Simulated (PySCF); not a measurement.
Compound: C₆H₈S.
Geometry (BHandHLYP/cc-pVDZ, Å), atoms numbered from 1 in this order:
```
atom  x, y, z in Å
C1     2.7849   -0.4580    0.2143
C2     1.5943    0.1446    0.1998
C3     0.3654   -0.5659   -0.0792
C4    -0.8914   -0.0646   -0.1096
C5    -1.2517    1.3637    0.1526
C6    -1.9512   -1.0056   -0.4203
S7    -3.5434   -0.6817   -0.5233
H8     3.6957    0.0900    0.4260
H9     2.8820   -1.5210    0.0147
H10    1.5393    1.2085    0.4035
H11    0.4829   -1.6269   -0.2882
H12   -0.3836    1.9764    0.3907
H13   -1.9634    1.4274    0.9799
H14   -1.7566    1.7926   -0.7171
H15   -1.6072   -2.0271   -0.5954
```

Theory: BHandHLYP/cc-pVDZ geometry optimisation, gas phase (PySCF).

Take the most abundant isotopes and a rigid rotor. The values belong to one conformer with, in the numbering `[CH2:1]=[CH:2]/[CH:3]=[C:4](\[CH3:5])[CH:6]=[S:7]`, C1–C2–C3–C4 179°, C3–C4–C6–S7 180°.

**Question.** Give the principal moments of inertia and the rotational constants in GHz.

**Answer.** Ia = 70.68, Ib = 553.51, Ic = 621.11 u·Å²; 505379 MHz·u·Å²/I gives 7150, 913.0 and 813.7 MHz, that is A = 7.1499, B = 0.9130, C = 0.8137 GHz.

**Question.** What kind of rotor is it?

**Answer.** A near-prolate asymmetric top. Ray's parameter κ = (2B − A − C)/(A − C) = -0.969; −1 is the prolate and +1 the oblate limit.

**Question.** Is it planar, by Δ = Ic − Ia − Ib?

**Answer.** Not planar: Δ = Ic − Ia − Ib = -3.08 u·Å². For a rigid frame Δ = −2 Σ m c², so Σ m c² = 1.54 u·Å² lies off the ab plane, practically all of it from hydrogen. The atom farthest from that plane is 0.88 Å away.

**Question.** Which types of transition are allowed, and where do some lines up to J = 4 fall?

**Answer.** The dipole components are |μa| = 3.76 D, |μb| = 0.02 D, |μc| = 0.00 D; the mirror of this Cs structure is the ab plane, so μc vanishes by symmetry and there are no c-type lines. The squared components, which scale the intensities, stand as 1.00 : 0.00 (a : b). Some lines, for components of 0.1 D or more:

```json
{"type": "a", "branch": "Q", "J(Ka,Kc)": "3(1,2) ← 3(1,3)", "MHz": "596", "lower level (cm⁻¹)": "0.545"}
{"type": "a", "branch": "Q", "J(Ka,Kc)": "4(1,3) ← 4(1,4)", "MHz": "994", "lower level (cm⁻¹)": "0.769"}
{"type": "a", "branch": "R", "J(Ka,Kc)": "1(0,1) ← 0(0,0)", "MHz": "1727", "lower level (cm⁻¹)": "0.000"}
{"type": "a", "branch": "R", "J(Ka,Kc)": "2(1,2) ← 1(1,1)", "MHz": "3354", "lower level (cm⁻¹)": "0.266"}
{"type": "a", "branch": "R", "J(Ka,Kc)": "2(0,2) ← 1(0,1)", "MHz": "3452", "lower level (cm⁻¹)": "0.058"}
{"type": "a", "branch": "R", "J(Ka,Kc)": "2(1,1) ← 1(1,0)", "MHz": "3553", "lower level (cm⁻¹)": "0.269"}
{"type": "a", "branch": "R", "J(Ka,Kc)": "3(1,3) ← 2(1,2)", "MHz": "5030", "lower level (cm⁻¹)": "0.378"}
{"type": "a", "branch": "R", "J(Ka,Kc)": "3(0,3) ← 2(0,2)", "MHz": "5175", "lower level (cm⁻¹)": "0.173"}
{"type": "a", "branch": "R", "J(Ka,Kc)": "3(2,2) ← 2(2,1)", "MHz": "5180", "lower level (cm⁻¹)": "1.012"}
{"type": "a", "branch": "R", "J(Ka,Kc)": "3(2,1) ← 2(2,0)", "MHz": "5185", "lower level (cm⁻¹)": "1.012"}
{"type": "a", "branch": "R", "J(Ka,Kc)": "3(1,2) ← 2(1,1)", "MHz": "5328", "lower level (cm⁻¹)": "0.387"}
{"type": "a", "branch": "R", "J(Ka,Kc)": "4(1,4) ← 3(1,3)", "MHz": "6706", "lower level (cm⁻¹)": "0.545"}
{"type": "a", "branch": "R", "J(Ka,Kc)": "4(0,4) ← 3(0,3)", "MHz": "6895", "lower level (cm⁻¹)": "0.345"}
{"type": "a", "branch": "R", "J(Ka,Kc)": "4(2,3) ← 3(2,2)", "MHz": "6906", "lower level (cm⁻¹)": "1.184"}
{"type": "a", "branch": "R", "J(Ka,Kc)": "4(3,2) ← 3(3,1)", "MHz": "6909", "lower level (cm⁻¹)": "2.233"}
{"type": "a", "branch": "R", "J(Ka,Kc)": "4(3,1) ← 3(3,0)", "MHz": "6909", "lower level (cm⁻¹)": "2.233"}
{"type": "a", "branch": "R", "J(Ka,Kc)": "4(2,2) ← 3(2,1)", "MHz": "6918", "lower level (cm⁻¹)": "1.185"}
{"type": "a", "branch": "R", "J(Ka,Kc)": "4(1,3) ← 3(1,2)", "MHz": "7103", "lower level (cm⁻¹)": "0.565"}
```

**Question.** Estimate the classical rotational partition function at 10 K, 50 K and 200 K.

**Answer.** Point group Cs, symmetry number σ = 1; q = (√π/σ)·√((kT/h)³/(ABC)), k/h = 20836.6 MHz/K: 2310 at 10 K, 25900 at 50 K, 207000 at 200 K.

Stationary, but not proved a minimum. No vibrational averaging or centrifugal distortion is included, and the geometry carries the error of its method. A rigid rotor knows nothing of internal rotation, which can split or shift real lines.

Time: 79 s of wall time; peak memory 0.64 GiB. Hardware: Arm Neoverse V2, one thread, shared host. These figures are those of the optimisation.
